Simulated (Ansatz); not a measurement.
[RuNF4]- (RuNF₄⁻), relaxed as a singlet with RKS r2SCAN-D4/def2-SVPD in Ansatz, starting from the GFN2-xTB geometry. Force threshold 0.02 eV/Å.

In the def2 sets Ru takes a core potential; there is no spin–orbit coupling. The relaxation made no stability test and no search for a lower SCF solution.

Start:

```xyz
6

Ru    0.074    0.107    0.018
N     0.999    1.435    0.263
F     0.451   -0.581   -1.736
F    -1.592    0.663   -0.763
F    -0.984   -0.192    1.595
F     1.053   -1.432    0.623
```

| step | energy (eV) | largest force component (eV/Å) | SCF passes |
| --- | --- | --- | --- |
| 1 | -14931.3880 | 2.988 | 22 |
| 2 | -14931.4690 | 0.846 | 22 |
| 3 | -14931.4755 | 0.073 | 23 |
| 4 | -14931.4757 | 0.006 | 24 |

Force components are those of the run's own axes.

End:

```csv
atom,x (Å),y (Å),z (Å)
Ru1,0.068,0.097,0.018
N2,0.963,1.383,0.253
F3,0.463,-0.565,-1.738
F4,-1.584,0.681,-0.763
F5,-0.978,-0.175,1.603
F6,1.069,-1.421,0.627
```

By distances, no bond broke or formed. The bond that changes most is Ru1–N2, from 1.64 to 1.58 Å (atoms count from 1).

No frequencies were taken in this run, so the end may be a saddle point.

It took 9.6 s on 4 threads of Arm Neoverse V2 on a shared host.
